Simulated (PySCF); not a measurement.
Geometries of 2 isomers of C2H5F3SSi, from PySCF, PBE0-D3(BJ)/def2-SVP geometry optimisation, gas phase. One conformer each, no zero-point energy, no frequencies.

Question: Which is lower in electronic energy at this level?
A.
```xyz
12
angstrom
F      3.355    0.230   -0.837
Si     1.967    0.221    0.004
S      0.602   -0.979   -1.142
C     -0.940   -0.086   -0.785
C     -1.438   -0.325    0.619
F     -0.531    0.155    1.512
F     -2.589    0.348    0.812
H      1.434    1.607    0.075
H      2.292   -0.354    1.332
H     -1.691   -0.452   -1.500
H     -0.825    0.998   -0.939
H     -1.600   -1.393    0.844
```
B.
```xyz
12
angstrom
C     -1.620    0.166   -0.061
C     -0.701   -0.859    0.572
S      0.620   -0.125    1.631
Si     1.914    0.506    0.122
F      3.300    0.962    0.775
F      1.365    1.735   -0.752
F      2.196   -0.661   -0.943
H     -2.079    0.811    0.703
H     -1.080    0.813   -0.767
H     -2.425   -0.344   -0.612
H     -0.223   -1.509   -0.175
H     -1.246   -1.514    1.267
```

Answer: B. That is `CCS[Si](F)(F)F`, 86.2 kcal/mol below the other.

```tsv
SMILES	atoms numbered as above	E (Eh)	relative (kcal/mol)	relative (kJ/mol)	dipole (D)
CCS[Si](F)(F)F	[CH3:1][CH2:2][S:3][Si:4]([F:5])([F:6])[F:7]	-1065.51601	0.0	0.0	2.72
F[SiH2]SCC(F)F	[F:1][SiH2:2][S:3][CH2:4][CH:5]([F:6])[F:7]	-1065.37858	86.2	360.8	1.70
```

As drawn, the higher has two fluorines on one carbon, which the lower lacks.
